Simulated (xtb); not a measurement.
Here is a job for xtb.
```
$ xtb mol.xyz --gfn 2 --json

# file mol.xyz
9

F      2.49184748    -0.18829557     0.79842098
C      1.31418502     0.24683492     0.42467974
F      1.26067366     1.55824784     0.42112146
C      0.28229877    -0.52520184     0.08521556
F      0.37606850    -1.85663792     0.10149667
C     -1.06436063     0.03101770    -0.34154878
F     -1.61086992     0.78624932     0.61807922
F     -0.95447491     0.80748822    -1.42550070
F     -1.91799358    -0.94215242    -0.62584863
```

What partial charges in atom order does GFN2-xTB (xtb 6.7.1) give?

F1 -0.12, C2 0.33, F3 -0.13, C4 0.09, F5 -0.14, C6 0.50, F7 -0.18, F8 -0.18, F9 -0.16

Predict the total energy from GFN2-xTB.

-34.7698 Eh
